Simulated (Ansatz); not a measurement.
Cost and result for the atomization energy of CH6ClGeNO (`[NH2][GeH]([OH])[CH2]Cl`) (11 atoms, 10 bonds).

```xyz
11

N    -1.346    0.795   -0.832
Ge    0.277    0.015   -0.529
O     1.476    1.322   -0.391
C     0.470   -0.896    1.196
Cl   -0.694   -2.243    1.287
H    -2.024    0.201   -1.286
H    -1.777    1.240   -0.034
H     0.558   -0.927   -1.711
H     1.324    2.012   -1.041
H     1.471   -1.305    1.319
H     0.265   -0.214    2.020
```

The species carries charge 0 and has multiplicity 1. Correlated methods include outer-core shells of Ge, which these sets cover unevenly. Scalar relativity is left out up to krypton. The geometry is a stationary point of PBE0-D4/def2-TZVP. It is one conformer, not always the lowest. Program: Ansatz. Hardware: A = 2 threads of an AMD EPYC 7R13 on a shared host; B = 2 threads of an AMD EPYC 7R13 on a shared host and a share of an NVIDIA H100 80 GB. Times are those of one run each, without the atoms' runs, and a repeat can differ threefold. Electronic energies, without spin–orbit coupling; frozen cores. CCSD(T)/CBS adds CCSD(T) − MP2 in def2-TZVPP to the MP2 limit, and its time is that of the two runs behind it. T1 = 0.011. With those shells the extrapolation isn't a true limit. B3LYP takes the VWN-RPA correlation (the form of Gaussian; ORCA's B3LYP/G).

CCSD(T)/CBS is a level of theory with its own doubt, some kJ/mol a heavy atom from the limit and from the frozen cores, so smaller differences don't rank the functionals.

| level | functions | wall time | atomization (kJ/mol) | difference from CCSD(T)/CBS | per bond |
| --- | --- | --- | --- | --- | --- |
| PBE-D4/def2-TZVPP (with forces) [A] | 267 | 4.7 s | 3770.6 | 45.8 | 4.6 |
| MP2/def2-QZVPP [B] | 510 | 5.5 s | 3744.1 | 19.3 | 1.9 |
| CCSD(T)/def2-TZVPP [B] | 267 | 6.5 s | 3618.2 | -106.6 | -10.7 |
| PBE0-D4/def2-TZVPP [A] | 267 | 7 s | 3690.8 | -34.0 | -3.4 |
| r2SCAN-D4/def2-TZVPP (with forces) [A] | 267 | 9 s | 3702.1 | -22.7 | -2.3 |
| B3LYP-D4/def2-TZVPP (with forces) [A] | 267 | 10 s | 3686.7 | -38.1 | -3.8 |
| B2PLYP/def2-TZVPP [A] | 267 | 11 s | 3656.0 | -68.8 | -6.9 |
| CCSD(T)/CBS(def2) | – | 12 s | 3724.8 | 0.0 | 0.0 |
| ωB97X-V/def2-TZVPP [A] | 267 | 14 s | 3723.9 | -0.9 | -0.1 |
| ωB97M-V/def2-TZVPP (with forces) [A] | 267 | 20 s | 3709.9 | -14.9 | -1.5 |

In def2-TZVPP, CCSD(T) changes the Hartree–Fock value by +1078.6 kJ/mol (the triples alone add +64.1 kJ/mol) and MP2 by +1141.8 kJ/mol; breaking electron pairs costs correlation energy, which Hartree–Fock lacks. The D4 term adds +38.6 kJ/mol with B3LYP and +20.4 kJ/mol with PBE0; it sums over pairs of atoms, weighted by their polarisabilities, and B3LYP, whose exchange is more repulsive, gets the larger term. From PBE to PBE0 (25 % exact exchange), in def2-TZVPP and without D4, the atomization energy moves by −76.2 kJ/mol: exact exchange takes away binding that semilocal exchange gives to molecules.
